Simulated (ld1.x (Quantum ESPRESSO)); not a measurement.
Configuration tests for Bi (Z = 83) (TM semilocal)

| Item | Value |
| --- | --- |
| Element | Bi (Z = 83) |
| Generator | ld1.x (Quantum ESPRESSO) 7.5 |
| Type | norm-conserving Troullier–Martins (semilocal form) |
| Functional | PBE |
| Relativity | scalar-relativistic |
| Frozen core | [Xe] 4f14 5d10 |
| Valence charge | 5 |
| Reference configuration | 6s1 6p4 |
| Partial waves | 6s (bound): rc 1.85 bohr; 6p (bound): rc 2.10 bohr |
| Local potential | the p channel |
| Core correction | Bessel-smoothed model core inside 1.00 bohr |

Energies are relative to the spin-unpolarised reference configuration 6s1 6p4; without spin polarisation the order of configurations can differ from experiment.

```
valence configuration  charge  ΔE all-electron (eV)  error AE − PS (meV)
              6s2 6p2      +1                -2.170                  -19
              6s2 6p1      +2                13.077                  -40
              6s1 6p0      +4                81.825                 -593
              6s0 6p5       0                10.419                  -31
            6s2 6p3.3    -0.3               -11.176                  -29
```

(1) What are ΔE and the potential's error for 6s2 6p0?

(2) What are ΔE and the potential's error for 6s2 6p3?

Levels in the configuration 6s2 6p3:

```tsv
level	all-electron (eV)	pseudo (eV)
6s	-14.477	-14.409
6p	-4.571	-4.561
```

Results:

(1) ΔE = 36.420 eV all-electron; the error (AE − PS) is -155 meV.

(2) ΔE = -10.082 eV all-electron; the error (AE − PS) is -27 meV.
